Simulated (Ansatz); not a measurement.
Stepwise reaction of `[OH][Ga]([Cl])[Cl]` with water, as a gas-phase model of exchange steps in deposition or etching. ΔE in kJ/mol; ΔG adds harmonic PBE0-D4 terms to CCSD(T)/CBS, at 1 bar.

Computed with Ansatz on PBE0-D4/def2-TZVP structures; ΔE is electronic, products minus reactants. CBS: MP2 limit from def2 TZ/QZ plus the TZ coupled-cluster correction, frozen cores. This one scheme is used for every species. Functionals use def2-TZVPP. B3LYP here is the variant with VWN-RPA as its local correlation; programs differ in this. For Ga outer-core shells are correlated without core-valence functions, which leaves a few kJ/mol of doubt a bond. Scalar relativity is left out up to krypton. Each species was taken in one conformer, which may not be the lowest.

```json
{"step": "1", "reaction": "`[OH][Ga]([Cl])[Cl]` + H₂O → `[OH][Ga]([OH])[Cl]` + HCl", "PBE-D4": "56.6", "B3LYP-D4": "56.7", "ωB97M-V": "57.5", "CCSD(T)/CBS": "56.7", "ΔG(600 K)": "53.5"}
{"step": "2", "reaction": "`[OH][Ga]([OH])[Cl]` + H₂O → `[OH][Ga]([OH])[OH]` + HCl", "PBE-D4": "60.1", "B3LYP-D4": "59.4", "ωB97M-V": "60.4", "CCSD(T)/CBS": "59.2", "ΔG(600 K)": "61.0"}
```

(1) By hand: ΔE of the 2 steps together at CCSD(T)/CBS.

Answers

(1) (56.7) + (59.2) = 115.9 kJ/mol, or 58.0 kJ/mol a step.

In ΔE the steps differ by no more than 2.5 kJ/mol. All are uphill at CCSD(T)/CBS. ΔG lies between 53.5 and 61.0 kJ/mol a step. PBE-D4 differs from CCSD(T)/CBS by -0.1 to 0.9 kJ/mol a step. Isolated molecules leave out the surface, adducts and barriers. Largest T1 diagnostic: 0.014.
